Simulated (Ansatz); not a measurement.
Ansatz (a program for electronic structure) input (PBE0/def2-TZVPD):

Ansatz 0.2 input:
```yaml
crystal:
  periodic: [false, false, false]
  atoms:
    - {symbol: W, position_ang: [-0.06392434, -0.10995229, -0.08652031]}
    - {symbol: O, position_ang: [1.63317091, 0.01788959, -0.38614974]}
    - {symbol: O, position_ang: [-0.27318225, -0.43492179, 1.59777763]}
    - {symbol: O, position_ang: [-0.76868855, 1.43409090, -0.41131505]}
basis:
  gaussian:
    orbitals: def2-TZVPD
hamiltonian:
  xc: {name: PBE0}
output: {forces: true}
```

Output:

```
Functional definition: PBE0
integrals: 0.07 GiB planned
968 factors; their error is unknown
mean field: 0.67 GiB planned
mean field evaluation 1: about -7940.4288 eV, gradient 1.2e2 eV
mean field evaluation 2: about -7663.6172 eV, gradient 3.7e2 eV
mean field evaluation 4: about -7964.2586 eV, gradient 1.3e1 eV
mean field evaluation 8: about -7964.5661 eV, gradient 4.6e-1 eV
mean field evaluation 16: about -7964.6043 eV, gradient 1.1e-3 eV
mean field -7964.60425191 eV, -292.6938076552 hartree, gradient 2.9e-5 eV, S^2 0.000000; 0 other end points of the search recorded, 0 dependent functions left out
the calculation of the forces begins
reference -7964.60429488 eV, -292.6938092341 hartree; 19, 19 occupied and 144, 144 virtual orbitals, 968 factors
Total energy: -7964.60429488 eV, -292.6938092341 hartree
Atom 0 at    -0.063924    -0.109952    -0.086520 Å, force     0.338466     0.582728     0.458233 eV/Å
Atom 1 at     1.633171     0.017890    -0.386150 Å, force    -0.705351    -0.061676     0.116643 eV/Å
Atom 2 at    -0.273182    -0.434922     1.597778 Å, force     0.081193     0.125150    -0.701908 eV/Å
Atom 3 at    -0.768689     1.434091    -0.411315 Å, force     0.285693    -0.646203     0.127032 eV/Å
Dipole moment:    -0.491813    -0.845937    -0.665659 e Å
```
